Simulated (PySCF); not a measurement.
Computed shifts of a molecule C4H6ClF, PBE0/pcSseg-1 run with PySCF, GIAO, gas phase, atoms alike by connectivity averaged where their shifts nearly agree, in ppm (number of nuclei): ¹³C: 143.8 (1), 129.9 (1), 113.6 (1), 51.5 (1). ¹⁹F: -156.2 (1). ¹H: 6.41 (1), 6.11 (1), 5.81 (2), 3.23 (1), 2.50 (1). References: ¹³C against TMS (σ = 186.3 ppm); ¹⁹F against CFCl3 (σ = 167.2 ppm); ³⁵Cl against HCl (σ = 945.9 ppm); ¹H against TMS (σ = 31.56 ppm), references at their B3LYP-D3(BJ)/def2-TZVP geometries, non-relativistic (without spin–orbit terms, shifts of atoms bonded to Cl or Br come out too high). The structure is a stationary point at B3LYP-D3(BJ)/def2-SVP. Other conformers were not sampled.

**Question.** Which molecule gave these data?
(A) F[C@H](Cl)C1CC1
(B) CC/C=C(\F)Cl
(C) C=CC[C@H](F)Cl
(D) C[C@@H](F)/C=C\Cl

**Answer.** C, C=CC[C@H](F)Cl
